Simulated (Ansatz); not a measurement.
Species: C2H9N2Si, charge 0, multiplicity 2. It need not be the lowest isomer of its formula. SMILES: C[Si](C)([NH])N
Structure (B3LYP-D3(BJ)/def2-TZVP (Ansatz, an electronic-structure program) minimum search):
```
Si
N 1 1.7215
H 2 1.0089 1 119.14
H 2 1.0092 3 109.93 1 -143.22
N 1 1.7631 2 112.27 3 -77.39
H 5 1.0239 1 113.54 2 168.46
C 1 1.8749 2 107.13 3 43.96
H 7 1.0918 1 111.12 2 177.75
H 7 1.0919 8 108.23 1 121.43
H 7 1.0924 8 107.65 9 116.44
C 1 1.8754 2 108.26 3 165.93
H 11 1.0914 1 111.61 2 -179.54
H 11 1.0918 12 107.80 1 122.25
H 11 1.0921 12 108.45 13 116.80
```
Charge 0, spin multiplicity 2.

Atomisation energy built up term by term with Ansatz (kcal/mol; UHF references for open shells; valence terms freeze the core; atomic spin-orbit terms are left out). Basis-set limits of correlation are two-point, X^-3; Hartree-Fock from the larger set.

| term | basis | kcal/mol |
|---|---|---|
| Hartree-Fock | cc-pV(Q+d)Z | 880.03 |
| CCSD correlation | CBS(cc-pV(T+d)Z,cc-pV(Q+d)Z) | 312.18 |
| (T) | CBS(cc-pV(T+d)Z,cc-pV(Q+d)Z) | 17.01 |
| core correlation | cc-pwCVTZ | 3.67 |
| scalar relativity (X2C) | cc-pVTZ-DK against cc-pVTZ | -1.58 |
| sum: De |  | 1211.3 |

(T) makes 1.4 % of the CCSD(T) atomisation energy; under 5 % is typical of single-reference molecules.
